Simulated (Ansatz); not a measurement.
Total energies of the cluster BeF₂⁺ (the lowest doublet isomer of a short search) from Ansatz at PBE-D4/def2-TZVP, gas phase (1 Eh = 27.2114 eV = 2625.5 kJ/mol). The reference geometry is relaxed at r2SCAN-D4/def2-TZVP.

```tsv
atom	x (Å)	y (Å)	z (Å)
Be1	0.0008	0.0008	-0.0026
F2	-1.3880	0.0846	-0.3908
F3	1.3872	-0.0854	0.3934
```

```csv
state,geometry,energy (Eh)
charge 1 doublet,reference,-213.94275
charge 0 singlet,reference,-214.45750
charge 1 quartet,relaxed at r2SCAN-D4/def2-TZVP,-213.71058
```

Work out the vertical electron affinity, to the singlet.

E(charge 1 doublet) − E(charge 0 singlet) = -213.94275 − (-214.45750) = 0.51475 Eh = 14.01 eV.

Which of the charge 1 states is lowest, and how far above it are the others?

The doublet. quartet: -213.71058 − (-213.94275) = 0.23217 Eh = 609.6 kJ/mol. The quartet has fallen apart, so its energy is that of loose fragments and no spin gap. The quartet differs in its bonds from the reference.

The structure comes from a short search, and lower isomers may exist.
